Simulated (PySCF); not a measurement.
Electric field gradients and quadrupole coupling constants

Species: C₇H₁₀O₂Si.
Structure used (GFN2-xTB), in Å, numbered top down from 1:
```
atom  x, y, z in Å
C1    -1.412    1.802   -0.286
C2    -1.615    0.512   -0.553
C3    -2.946   -0.011   -1.012
C4    -0.550   -0.474   -0.482
C5     0.461   -0.493    0.407
C6     0.581    0.393    1.545
O7     1.642    0.543    2.116
Si8    2.024   -1.561    0.310
C9     3.409   -0.233    0.175
O10    3.455    0.571   -0.722
H11   -2.209    2.524   -0.354
H12   -0.436    2.186   -0.041
H13   -2.862   -0.401   -2.026
H14   -3.696    0.774   -1.001
H15   -3.277   -0.826   -0.369
H16   -0.594   -1.258   -1.230
H17   -0.338    0.876    1.921
H18    2.218   -2.347    1.525
H19    1.969   -2.373   -0.906
H20    4.169   -0.194    0.980
```

Field gradients from the PBE0/pcSseg-1 density (PySCF, non-relativistic), principal values in atomic units, ordered |Vxx| ≤ |Vyy| ≤ |Vzz|:

| atom | Vxx | Vyy | Vzz |
| --- | --- | --- | --- |
| O7 | 0.5217 | 1.3882 | -1.9099 |
| O10 | 0.4053 | 1.7092 | -2.1145 |

**Question.** Find the asymmetry η = (Vxx − Vyy)/Vzz and the couplings χ = eQV/h (234.96 MHz × Q in barn × V in au), with Q(17O) = −0.0256 b.

**Answer.** 
```json
{"atom": "O7", "environment": "aldehyde oxygen", "nucleus": "17O", "η": "0.45", "χzz (MHz)": "11.49", "χxx (MHz)": "-3.14", "χyy (MHz)": "-8.35"}
{"atom": "O10", "environment": "carbonyl oxygen", "nucleus": "17O", "η": "0.62", "χzz (MHz)": "12.72", "χxx (MHz)": "-2.44", "χyy (MHz)": "-10.28"}
```

**Question.** What is Vzz at O7 in SI units (1 au = 9.71736 × 10²¹ V/m²)?

**Answer.** -1.9099 au = -18.560 × 10²¹ V/m².

**Question.** What couplings would deuterons (Q(2H) = 0.00286 b) have in place of the hydrogens, at this geometry?

**Answer.** 
| atom | bonded to | bond length (Å) | Vzz (au) | η | χzz (kHz) |
| --- | --- | --- | --- | --- | --- |
| H11 | C1 | 1.077 | 0.3346 | 0.05 | 225 |
| H12 | C1 | 1.076 | 0.3326 | 0.05 | 224 |
| H13 | C3 | 1.089 | 0.3104 | 0.03 | 209 |
| H14 | C3 | 1.086 | 0.3153 | 0.03 | 212 |
| H15 | C3 | 1.089 | 0.3098 | 0.03 | 208 |
| H16 | C4 | 1.084 | 0.3137 | 0.05 | 211 |
| H17 | C6 | 1.104 | 0.2741 | 0.01 | 184 |
| H18 | Si8 | 1.460 | 0.1641 | 0.02 | 110 |
| H19 | Si8 | 1.464 | 0.1621 | 0.01 | 109 |
| H20 | C9 | 1.108 | 0.2720 | 0.01 | 183 |

One conformer (not necessarily the lowest) at the GFN2-xTB geometry, without solvent, vibrations or thermal averaging. GFN2-xTB bond lengths can be off by several hundredths of an ångström, more for odd bonds, and the gradients follow them. These gradients aren't converged with respect to the basis.
